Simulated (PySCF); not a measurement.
Excitation energy of Fe by level of theory

Fe [Ar] 3d6 4s2 (5D) → Fe [Ar] 3d6 4s1 4p1 (high-spin determinant), as a difference of total energies. Computed with PySCF 2.14 in x2c-TZVPPall, with the spin-free X2C one-electron Hamiltonian (Gaussian nucleus). Correlated levels: valence: [Ar] frozen. The calculations carry no spin-orbit coupling.

| method | excitation energy (cm⁻¹) |
| --- | --- |
| UHF | 11944 |
| MP2 (valence) | 18439 |
| SCS-MP2 (valence) | 20642 |
| CCSD (valence) | 19714 |
| CCSD(T) (valence) | 20144 |

A first-order spin-orbit estimate (lowest level to lowest level, LS coupling) adds 0.019 eV.

The basis was made for the ground configuration and has no added diffuse functions, so the excitation energy can come out too high.

The determinant of the upper state mixes LS terms, which raises its energy above the lowest term, most at the Hartree-Fock and MP2 levels.
